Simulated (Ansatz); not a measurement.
`[F][GeH]([F])[SiH3]` + `CBNC` → `CBN(C)[SiH3]` + `[F][GeH2][F]` at 500 K and 1 bar (cleavage of the Si–Ge bond).

Program: Ansatz. Geometries: PBE0-D4/def2-TZVP. ΔE: electronic, gas phase. CCSD(T)/CBS adds triple-zeta CCSD(T) − MP2 to the extrapolated MP2 energy (def2 sets, frozen cores). For Ge outer-core shells are correlated without core-valence functions, which leaves a few kJ/mol of doubt a bond. Scalar relativity is left out up to krypton. One conformer a species, not always the lowest.

| species | CCSD(T)/CBS energy (Eh) | H − E (kJ/mol) | S (J/(mol·K)) |
| --- | --- | --- | --- |
| `[F][GeH]([F])[SiH3]` | -2567.24983 | 142.3 | 408.1 |
| `CBNC` | -160.46148 | 316.6 | 364.3 |
| `CBN(C)[SiH3]` | -450.75391 | 369.9 | 449.1 |
| `[F][GeH2][F]` | -2276.96403 | 81.0 | 313.2 |

H − E and S are ideal-gas, rigid-rotor, harmonic terms from PBE0-D4/def2-TZVP, for one conformer and one mirror image of each species. 1 Eh = 2625.50 kJ/mol, R = 8.31446 J/(mol·K).

**Question.** By hand: ΔE, ΔH, ΔS and ΔG.

**Answer.** ΔE = (-450.75391) + (-2276.96403) − (-2567.24983) − (-160.46148) = -0.00663 Eh = -17.4 kJ/mol. Δ(H − E) = 369.9 + 81.0 − 142.3 − 316.6 = -8.0, so ΔH = -25.4 kJ/mol. ΔS = 449.1 + 313.2 − 408.1 − 364.3 = -10.1 J/(mol·K). ΔG = -25.4 − 500 × (-10.1)/1000 = -20.3 kJ/mol.

**Question.** By hand: the equilibrium constant, and the temperature at which ΔG would vanish if ΔH and ΔS stayed fixed.

**Answer.** log₁₀ K = −ΔG/(RT ln 10) = 2.1. ΔG = 0 at ΔH/ΔS = 2515 K, far beyond where these terms or the molecules hold.

The number of gas molecules stays the same, so ΔS is small and ΔH decides. A doubt of 5 kJ/mol in ΔE shifts log₁₀ K by 0.5 here. Other conformers and mirror images would add mixing entropy, several J/(mol·K) or more a flexible species. These are equilibria of isolated gas molecules and say nothing of rates. Largest T1 diagnostic: 0.013 (customary marks: 0.02 for closed shells, 0.045 for open ones).
